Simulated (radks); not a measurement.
Ta IV, 70 electrons, occupied as [Xe] 4f14 5d1 7d1 (not the ground configuration).

All-electron calculation, scalar-relativistic Kohn-Sham, BLYP, spin-unpolarised, spherical densities, point nucleus. Program: a radial shooting solver on a logarithmic mesh with Libxc functionals.

Energy parts (hartree):
| part | energy |
|---|---|
| total | -15602.8604 |
| kinetic | 17147.1704 |
| electron-nucleus | -38440.9685 |
| Hartree | 6005.8473 |
| exchange-correlation | -314.9096 |

Orbitals (lengths in bohr, moments of r in powers of bohr; <r^-3> diverges for s and p1/2; r(90%) holds 90 % of the orbital's charge):
orbital	occ.	eigenvalue (hartree)	<r^-3>	r(90%)
1s	2	-2477.533	-	0.0339
2s	2	-426.8191	-	0.122
2p	6	-374.1929	18750	0.115
3s	2	-98.83326	-	0.300
3p	6	-83.18467	4160	0.306
3d	10	-64.93334	537.6	0.288
4s	2	-21.24276	-	0.659
4p	6	-16.11060	960.3	0.709
4d	10	-9.54492	105.7	0.785
5s	2	-4.05072	-	1.57
5p	6	-2.79171	138.8	1.84
4f	14	-2.28637	17.35	1.06
5d	1	-1.35099	8.542	2.63
7d	1	-0.33419	0.8202	10.2

The highest occupied level is 7d at -9.094 eV. The density falls to 0.001 e/bohr^3 at r = 3.41 bohr.
